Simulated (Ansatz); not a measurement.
Vertical singlet–triplet gap (eV) of eight halogen compounds: PBE beside PBE0, computed with Ansatz (a program for electronic structure) for isolated molecules in the bases named; differences from unrounded values. The eight are the first of their class met in an unordered collection, after screening for sound electronic states; none was chosen by its value. Functionals give these values as differences of separate SCF runs (ΔSCF), EOM-CCSD as a root; each molecule has one DFT geometry for both levels.

```
molecule                                                                    basis  PBE0   PBE  difference
----------------------------------------------------------------------  ---------  ----  ----  ----------
C3H3F3, SMILES F[C@H]1CC1(F)F                                           def2-SVPD  7.12  6.48       -0.64
C₂BrCl₂F, SMILES F/C(Cl)=C(/Cl)Br                                       def2-SVPD  3.69  3.74        0.05
C5H5F, SMILES C=C=C(F)C=C                                               def2-SVPD  3.24  3.22       -0.02
trifluoroacetic acid (C2HF3O2), SMILES O=C(O)C(F)(F)F                   def2-SVPD  4.89  4.91        0.02
C5H5F, SMILES C=C=CC(=C)F                                               def2-SVPD  3.21  3.20       -0.01
C4HCl2F, SMILES ClC(=C(F)C#C)Cl                                         def2-SVPD  3.11  3.09       -0.01
(Z)-1-fluorobut-1-ene (C₄H₇F), SMILES F/C=C\CC                          def2-SVPD  4.32  4.44        0.12
(1R)-1-chloro-1,2,2-trifluoroethane (C2H2ClF3), SMILES FC(F)[C@H](F)Cl  def2-SVPD  6.69  6.34       -0.35
```

PBE lies below PBE0 in 5 and above it in 3 of the eight; the mean signed difference is -0.10 and the largest -0.64 eV.
